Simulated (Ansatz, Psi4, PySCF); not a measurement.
H$_{4}$PSi (SMILES [SiH2]P), doublet, geometry from GFN2-xTB, atoms displaced at random by about 0.03 Å a coordinate. Base run: PBE/6-31G, gradient run with PySCF.

Here is a job for PySCF.
```python
from pyscf import gto, scf, dft

mol = gto.M(
    atom='''
Si   -1.01085459   -0.35702937    0.01949712
P     1.05085693    0.41750128   -0.03622000
H    -1.73906894    0.06429377    1.23940958
H    -1.74353308    0.05720460   -1.20103089
H     1.52520332   -0.41046035    1.01789098
H     1.45200466   -0.41810622   -1.01951181
''',
    basis='6-31g',
    spin=1,
    verbose=4,
)

mf = dft.UKS(mol)
mf.xc = 'pbe'
mf.kernel()
g = mf.nuc_grad_method()
grad = g.kernel()
```

Programs used: Ansatz (a first-principles code), Psi4, PySCF; a row that names a program was run with it.

The coordinate followed is z of atom 1.

Each row names what was changed in the base input (with any setting that the change needs).

| change | dE/dx (Eh/bohr) | net force (Eh/bohr) |
|---|---|---|
| base | -0.000202 | 0.000001 |
| conv_tol = 1e-4 | -0.000237 | 0.000001 |
| code = ansatz | -0.000202 | 0.000000 |
| code = psi4 | -0.000201 | 0.000013 |
| density fitting = on | -0.000203 | 0.000001 |
| grid_response = on | -0.000197 | 0.000000 |
| finite difference step (bohr) = 1e-5; conv_tol = 1e-11 | -0.000197 | - |
| grids.level = 1; grid_response = off | -0.000131 | 0.000264 |
| density fitting = on; auxbasis_response = off | -0.000205 | 0.000092 |
| finite difference step (bohr) = 0.01; conv_tol = 1e-11 | -0.000197 | - |
| grids.level = 0; grid_response = off | -0.000079 | 0.004032 |
| finite difference step (bohr) = 1e-3; conv_tol = 1e-11 | -0.000197 | - |

The net force is zero for an exact gradient.

Open shells are given as the SCF converged; they aren't shown to be the lowest states, and a large step between rows can be another state.
